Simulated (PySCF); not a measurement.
This PySCF input asks for the NMR shieldings of `InChI=1S/C5H13OPSi2/c1-2-3-6-9-5-4-8-7-9/h2,7,9H,1,3-5,8H2/t9-/m0/s1`; the geometry comes from GFN2-xTB.

```python
import basis_set_exchange as bse
import numpy as np
from pyscf import gto, dft
from pyscf.prop import nmr

atoms = """
C     4.235676   -0.507278    0.259305
C     2.941490   -0.542945    0.006415
C     2.034500    0.646275    0.057602
O     0.827433    0.302661    0.685492
Si   -0.595846    1.056885    0.498412
C    -1.896394   -0.107347    1.263783
C    -2.511711   -1.031928    0.214069
Si   -2.893131   -0.076390   -1.401388
P    -1.148642    1.305271   -1.669737
H     4.851690   -1.387268    0.192009
H     4.735178    0.408242    0.530446
H     2.447177   -1.467264   -0.258959
H     1.822551    0.992095   -0.966700
H     2.502781    1.475001    0.600663
H    -0.576301    2.388027    1.119220
H    -1.473568   -0.687748    2.082974
H    -2.678298    0.520953    1.690472
H    -1.802884   -1.832000   -0.012475
H    -3.407016   -1.511896    0.612092
H    -3.038331   -0.991164   -2.537019
H    -4.093767    0.752820   -1.254484
H    -0.292999    0.314383   -2.113829
"""
names = dict.fromkeys(["C", "O", "Si", "P", "H"], "pcSseg-1")
basis = {el: gto.basis.parse(bse.get_basis(n, elements=[el], fmt="nwchem")) for el, n in names.items()}
mol = gto.M(atom=atoms, basis=basis, charge=0, verbose=0)
mf = dft.RKS(mol, xc="PBE0")
mf.grids.level = 2
mf.grids.alignment = dft.numint.BLKSIZE   # the property module wants whole blocks of grid points
mf.conv_tol = 1e-9
mf.kernel()

calc = nmr.RKS(mf)   # GIAO
C = mf.mo_coeff
Co = C[:, mf.mo_occ > 0]
resp = mf.gen_response(singlet=True, hermi=2)
def vind(x):   # induced exchange potential for any number of trial vectors
    d = np.einsum("pi,xij,qj->xpq", C, 2 * x.reshape(-1, C.shape[1], Co.shape[1]), Co, optimize=True)
    return np.einsum("xpq,pi,qj->xij", resp(d - d.transpose(0, 2, 1)), C, Co, optimize=True).ravel()
mo1, _ = nmr.rhf.solve_mo1(calc, with_cphf=vind)
sigma = calc.kernel(mo1)
for i, s in enumerate(sigma):   # ppm
    print("%2d %-2s %9.2f" % (i, mol.atom_pure_symbol(i), np.trace(s) / 3))
```

Task: What are the results?

Result: 
```
 0 C      65.72
 1 C      39.10
 2 C     116.85
 3 O     288.64
 4 Si    319.04
 5 C     170.55
 6 C     174.89
 7 Si    374.76
 8 P     658.04
 9 H      26.33
10 H      26.25
11 H      25.52
12 H      27.40
13 H      27.43
14 H      25.97
15 H      30.20
16 H      31.40
17 H      30.95
18 H      30.33
19 H      26.86
20 H      27.59
21 H      31.73
```

These numbers come from an equivalent density-fitted implementation of the same equations, which agrees with the script to about 0.01 ppm for H and up to a few tenths of a ppm for heavy atoms, so last digits may differ.

Size and cost of the density-fitted run: 239 basis functions, 56 s wall time on 1 thread of an Arm Neoverse V2, shared host; peak memory 1.1 GiB.
